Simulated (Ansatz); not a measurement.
Species: MnCl, charge 0, multiplicity 7. The spin state was set by rule; other spins were not relaxed. SMILES: [Cl][Mn]
Geometry: optimised at B3LYP-D3(BJ)/def2-TZVP (Ansatz, a program for electronic structure).

Wanted: atomisation energy (electronic, to ground-state atoms), in kcal/mol. Correlated levels leave the core frozen unless marked. Open shells are spin-unrestricted. No spin-orbit coupling. The frozen core is the preceding noble-gas configuration, with the filled d and f shells of earlier blocks. No relativistic terms. The coupled-cluster limit lacks core correlation, which all-electron functionals hold. CBS marks a two-point X^-3 extrapolation of the correlation energy; Hartree-Fock from the larger set.

| level | program | atomisation energy (kcal/mol) | minus last row |
|---|---|---|---|
| PBE0-D4/def2-TZVP | Ansatz + dftd4 | 87.5 | 3.3 |
| BHLYP/def2-TZVPD | Ansatz | 75.1 | -9.1 |
| B2GP-PLYP-D3(BJ)/def2-TZVPD | Ansatz + dftd3 | 81.9 | -2.3 |
| B2PLYP-D4/def2-TZVPD | Ansatz + dftd4 | 80.3 | -3.9 |
| MP2/6-31G* | Ansatz | 75.2 | -9.0 |
| SCS-MP2/STO-3G | Ansatz | 75.2 | -9.0 |
| CCSD/def2-SVP | Ansatz | 68.5 | -15.7 |
| CCSD/def2-TZVPP | Ansatz | 77.7 | -6.5 |
| CCSD/def2-QZVPPD | Ansatz | 80.9 | -3.3 |
| CCSD(T)/CBS(def2-TZVPPD,def2-QZVPPD) | Ansatz | 84.2 | 0.0 |
